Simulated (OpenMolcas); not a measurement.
**Pt2+: moving or changing the point charges**

Pt2+ among 6 point charges of -1.7 e arranged as a trigonal prism (D3h), 2.12 Å from the ion, with a polar angle of 49.6° against the regular 49.1°.
```
   1.6142    0.0000    1.3743  -1.70
  -0.8071    1.3980    1.3743  -1.70
  -0.8071   -1.3980    1.3743  -1.70
   1.6142    0.0000   -1.3743  -1.70
  -0.8071    1.3980   -1.3743  -1.70
  -0.8071   -1.3980   -1.3743  -1.70
```

```yaml
Program: OpenMolcas 26.06
Method: CASSCF
Basis: ANO-RCC-VDZP [7s6p4d2f]
Scalar_Hamiltonian: DKH2, point nucleus
Active_space: 8 electrons in 5 orbitals (5d)
State_averaging: 2S+1 = 3 even, 10 roots; 2S+1 = 1 even, 15 roots
Spin-orbit_coupling: RASSI with atomic mean-field integrals over the reference wave functions
```

Runs around this geometry, states (labels of D3, the rotations of D3h). Energies in cm-1 above the lowest state or level, χT in cm3 K/mol.

```json
{"R (Å)": "2.12", "q (e)": "-1.36", "Polar angle / regular": "1.01", "Ground state": "3A2", "First state of that spin": "3E 4514", "First gap with spin-orbit (degeneracies)": "930.9 (1, 2)", "χT at 300 K": "1.578", "First state of another spin": "1E 12902"}
{"R (Å)": "2.01", "q (e)": "-1.7", "Polar angle / regular": "1.01", "Ground state": "3A2", "First state of that spin": "3E 7732", "First gap with spin-orbit (degeneracies)": "1231 (1, 2)", "χT at 300 K": "1.061", "First state of another spin": "1E 13244"}
{"R (Å)": "2.12", "q (e)": "-1.7", "Polar angle / regular": "1.01", "Ground state": "3A2", "First state of that spin": "3E 6007", "First gap with spin-orbit (degeneracies)": "1052 (1, 2)", "χT at 300 K": "1.337", "First state of another spin": "1E 12979"}
{"R (Å)": "2.35", "q (e)": "-1.7", "Polar angle / regular": "1.01", "Ground state": "3A2", "First state of that spin": "3E 3615", "First gap with spin-orbit (degeneracies)": "816.2 (1, 2)", "χT at 300 K": "1.806", "First state of another spin": "1E 12871"}
{"R (Å)": "2.12", "q (e)": "-1.7", "Polar angle / regular": "1.09", "Ground state": "3A2", "First state of that spin": "3A1 4471", "First gap with spin-orbit (degeneracies)": "1040 (1, 2)", "χT at 300 K": "1.441", "First state of another spin": "1E 12775"}
```

Taking the first state of the same spin as R^-n, n = -ln(3615 / 7732) / ln(2.35 / 2.01) = 4.9 between the shortest and longest distance.

Scaling the charges by -1.36 / -1.7 = 0.80 scales the first state of the same spin by 4514 / 6007 = 0.75; with fixed orbitals a first-order splitting would follow the charge.

Without dynamic correlation the repulsion within the d shell is too large (B by tens of per cent), so at a given field states of lower spin stand too high. Real 4d8 and 5d8 ions are as a rule square planar and diamagnetic. Spin-orbit coupling mixes the spin-free states strongly: the lowest level takes only 67 % from its leading state, 3A2 (figures for R = 2.12, q = -1.36, ratio = 1.01; the like holds for R = 2.35, q = -1.7, ratio = 1.01, R = 2.12, q = -1.7, ratio = 1.09). Point charges carry no covalency, so the field is a model and not that of real ligands. No measured value stands beside these numbers.
